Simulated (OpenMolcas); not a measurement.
Cr3+, Mo3+, W3+: d3 down the group

```json
{"Program": "OpenMolcas", "Method": "CASSCF", "Basis": "ANO-RCC-VTZP", "Scalar Hamiltonian": "DKH2, point nucleus", "Spin-orbit coupling": "state interaction with AMFI integrals over the reference wave functions, term energies averaged over their components"}
```

Active space for each ion: 3 electrons in 5 orbitals (d).

Computed levels in cm-1 above 4F 3/2:

| Level | Cr3+ | Mo3+ | W3+ |
| --- | --- | --- | --- |
| 4F 5/2 | 245 | 739 | 3358 |
| 4F 7/2 | 580 | 1693 | 6719 |
| 4F 9/2 | 1000 | 2803 | 9659 |
| 4P 1/2 | 17843 | 13190 | 14813 |
| 4P 3/2 | 17953 | 13291 | 13549 |
| 2G 7/2 | 18172 | 14336 | 17910 |
| 4P 5/2 | 18235 | 14358 | 19466 |
| 2G 9/2 | 18523 | 15056 | 26973 |
| 2P 1/2 | 23973 | 18650 | 23570 |
| weight of 4F in the lowest level (%) | 100 | 99 | 92 |

Mixed levels, with the weight of the term that names them: W3+ 4P 3/2 (57 %), W3+ 2G 9/2 (52 %).

Measured, with the error of the calculation in %. Measured levels: Cr3+ from Sugar and Corliss, J. Phys. Chem. Ref. Data 6, 317 (1977); Mo3+ from Sugar and Musgrove, J. Phys. Chem. Ref. Data 17, 155 (1988); W3+ from the list in J. Phys. B 45, 035001 (2012).

```
 Level           Cr3+           Mo3+            W3+
4F 5/2     236 (+3.8)     778 (-5.0)    3537 (-5.1)
4F 7/2     556 (+4.4)    1760 (-3.8)    6745 (-0.4)
4F 9/2     946 (+5.8)    2865 (-2.1)    9256 (+4.3)
4P 1/2  14059 (+26.9)  10338 (+27.6)  11773 (+25.8)
4P 3/2  14177 (+26.6)  10331 (+28.7)  10221 (+32.6)
2G 7/2  15052 (+20.7)  11580 (+23.8)  15261 (+17.4)
4P 5/2  14471 (+26.0)  11612 (+23.7)  17190 (+13.2)
2G 9/2  15402 (+20.3)  12311 (+22.3)               
2P 1/2  19519 (+22.8)  14348 (+30.0)  18365 (+28.3)
```

The fine-structure level 4F 9/2 changes by a factor of 9.66 from Cr3+ to W3+.

Without spin-orbit coupling 4P lies 17517, 12304, 11562 cm-1 above 4F in that order; the difference to the level 4P 1/2, of either sign, comes from spin-orbit coupling, which also lowers the zero.

Without dynamic correlation excited terms often stand tens of per cent too high (terms of higher spin than the ground term too low), and those without a measured partner can miss by more than the paired ones. Some levels mix across a computed gap that differs much from the measured one, so their mixing is not that of the real levels (holds for W3+). Computed and measured levels are paired by configuration, term and J; levels that our copy of the source lacks, or whose pairing is in doubt (as where it misses far off the trend of its configuration), stay unpaired and out of the deviations. Only configurations of the active space appear.
